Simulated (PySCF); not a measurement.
Compound: C5H13As.
SMILES: `CC(C)[As](C)C`

Torsions of this conformer, `[CH3:1][CH:2]([CH3:3])[As:4]([CH3:5])[CH3:6]`: C1–C2–As4–C5 -71°.

The closed-shell ground state was solved at several levels (PySCF, density fitting, gas phase). Isolated species at its GFN2-xTB geometry (one conformer only). The calculation is non-relativistic and has no spin–orbit coupling, an omission that weighs most on arsenic.

| level | basis functions | total energy (Eh) | HOMO (eV) | LUMO (eV) | gap (eV) | dipole (D) |
| --- | --- | --- | --- | --- | --- | --- |
| B3LYP/pcJ-1 (pcSseg-1 on As) | 306 | -2434.0764 | -6.30 | 0.89 | 7.19 | 0.97 |
| PBE0/pcSseg-1 | 191 | -2433.4547 | -6.50 | 1.10 | 7.60 | 1.09 |

Problem. Estimate the row for CAM-B3LYP/def2-SVPD, a basis of 242 functions; the other rows only guide the guess.

Solution. Total energy -2433.8203 Eh, HOMO -7.76 eV, LUMO 1.39 eV, gap 9.15 eV, dipole 1.09 D.

Problem. Over all these levels, which gives the widest orbital gap and which the narrowest?

Solution. CAM-B3LYP/def2-SVPD (range-separated hybrid) has the widest, 9.15 eV, and B3LYP/pcJ-1 (pcSseg-1 on As) (global hybrid, 20 % exact exchange) the narrowest, 7.19 eV. Functional and basis both differ between the two, so the spread mixes both effects.

Problem. How far do the dipole and the HOMO energy spread over the levels?

Solution. The dipole runs from 0.97 to 1.09 D (mean 1.05 D) and the HOMO from -7.76 to -6.30 eV.
